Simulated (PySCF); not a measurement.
# Exercise with solution: entropy of an ideal gas

Bi(OH)3 (BiH3O3), SMILES [OH][Bi]([OH])[OH].

The structure is a stationary point at r2SCAN-D4/def2-SVP. The def2 effective core potentials stand for the cores of Bi; spin–orbit coupling is left out. Other conformers were not sampled.

r2SCAN-D4/def2-SVP in PySCF gives the harmonic wavenumbers 116, 116, 167, 284, 284, 378, 552, 552, 575, 822, 822, 844, 3775, 3776, 3776 cm⁻¹ and the rotational temperatures 0.1770, 0.1770, 0.1510 K. The molar mass is 260.00 g/mol, the symmetry number 3, the spin multiplicity 1.

Work out the entropy at 298.15 K and 1 atm in the rigid-rotor, harmonic-oscillator model.


Translation (Sackur–Tetrode at 1 atm): S = R[1.5 ln M + 2.5 ln T − 1.16487] = 178.1 J/(mol K).
Rotation: q = (√π/σ) T^1.5/√(θA θB θC) = 44200, S = R[ln q + 3/2] = 101.4 J/(mol K).
Vibration: with u = 1.4388 ν/T, each mode gives R[u/(e^u − 1) − ln(1 − e^−u)]:
```json
[
 {"ν (cm⁻¹)": "116", "modes": "2", "u": "0.56", "S (J/(mol K))": "26.49"},
 {"ν (cm⁻¹)": "167", "modes": "1", "u": "0.81", "S (J/(mol K))": "10.33"},
 {"ν (cm⁻¹)": "284", "modes": "2", "u": "1.37", "S (J/(mol K))": "12.63"},
 {"ν (cm⁻¹)": "378", "modes": "1", "u": "1.82", "S (J/(mol K))": "4.38"},
 {"ν (cm⁻¹)": "552", "modes": "2", "u": "2.66", "S (J/(mol K))": "4.52"},
 {"ν (cm⁻¹)": "575", "modes": "1", "u": "2.77", "S (J/(mol K))": "2.07"},
 {"ν (cm⁻¹)": "822", "modes": "2", "u": "3.97", "S (J/(mol K))": "1.59"},
 {"ν (cm⁻¹)": "844", "modes": "1", "u": "4.07", "S (J/(mol K))": "0.73"}
]
```
The stiffer modes add less than 0.005 each. Sum 62.7 J/(mol K).
Spin: R ln 1 = 0.0 J/(mol K).
Total 342.3 J/(mol K); the program's own thermochemistry gives 342.2. Translation makes up 52 % and vibration 18 %. Anharmonicity, hindered rotation and orbital degeneracy are left out.
